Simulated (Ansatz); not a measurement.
The first iterations of a band of FH + H4OSn (8 atoms, charge 0, multiplicity 1).

Level of theory: RKS PBE0/def2-SVP in Ansatz.

```
movable images  : 5
climbing image  : yes
spring          : 5.0 eV/Å²
optimiser       : quadratic models (default)
start path      : through a guess of the saddle point
force threshold : 0.05 eV/Å
iteration limit : 60
end points      : relaxed
```

First end point:

```xyz
8
Properties=species:S:1:pos:R:3
Sn -0.097 0.084 -0.100
O 0.059 -0.120 1.915
H -0.773 -0.032 2.393
H 1.506 0.298 -0.616
H -1.042 1.506 -0.290
H -0.908 -1.281 -0.725
F 1.339 -2.130 1.326
H 0.883 -1.450 1.821
```

Last end point:

```xyz
8
Properties=species:S:1:pos:R:3
Sn 0.313 -0.116 -0.341
O -0.522 -0.357 2.386
H -1.052 -1.149 2.525
H 1.276 -0.217 -1.761
H 0.070 1.497 0.139
H -1.059 -1.120 -0.486
F 1.550 -0.967 0.946
H 0.388 -0.696 2.315
```

| iteration | highest image above the first end (eV) | largest band force component (eV/Å) |
| --- | --- | --- |
| 1 | 1.943 | 3.961 |
| 2 | 1.118 | 2.405 |
| 3 | 0.648 | 1.497 |
| 4 | 0.433 | 1.463 |
| 5 | 0.314 | 1.423 |
| 6 | 0.304 | 0.402 |
| 7 | 0.330 | 0.576 |

Question: Does the band converge within its limit, and where does its top end?

Answer: The forces met the threshold. It ended after 23 iterations with the highest image 0.275 eV above the first end. A vibrational analysis at the climbing image gives one clearly imaginary mode, 422i cm⁻¹: a first-order saddle point. The orbitals stay closed-shell, which can raise the energy where a bond breaks towards radicals; this wasn't checked here.

Run time: 10 min on 1 thread of Arm Neoverse N1, with other jobs on the host, peak memory 0.17 GiB.
